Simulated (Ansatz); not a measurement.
Reactions of `CO[SiH](O)O[SiH2]O`.

Computed with Ansatz on PBE0-D4/def2-TZVP structures; ΔE is electronic, products minus reactants. CCSD(T)/CBS is the MP2 limit (def2-TZVPP, def2-QZVPP) plus CCSD(T) − MP2 in def2-TZVPP, frozen cores. This one scheme is used for every species. Each species was taken in one conformer, which may not be the lowest.

| reaction | CCSD(T)/CBS(def2) (kJ/mol) |
| --- | --- |
| `CO[SiH](O)O[SiH2]O` + `CO[SiH](N)Cl` → `CN[SiH](Cl)OC` + `O[SiH2]O[SiH](O)O` | -18 |
| `CO[SiH](O)O[SiH2]O` + `N[SiH3]` → `O[SiH2]N[SiH3]` + `CO[SiH](O)O` | 56 |
| `CO[SiH](O)O[SiH2]O` + `N[Si]O` → `CO[Si]N` + `O[SiH2]O[SiH](O)O` | -6 |
| `CO[SiH](O)O[SiH2]O` + `[SiH3]P` → `O[SiH2]P[SiH3]` + `CO[SiH](O)O` | ? |
| `CO[SiH](O)O[SiH2]O` + `S[SiH](Cl)Cl` → `O[SiH2]S[SiH](Cl)Cl` + `CO[SiH](O)O` | 53 |

Q: Fill in the missing values. (Estimate.)

A: Ansatz gave: `CO[SiH](O)O[SiH2]O` + `[SiH3]P` → `O[SiH2]P[SiH3]` + `CO[SiH](O)O`: +103.4 kJ/mol.

Largest T1 diagnostic: 0.014, for `N[Si]O`.
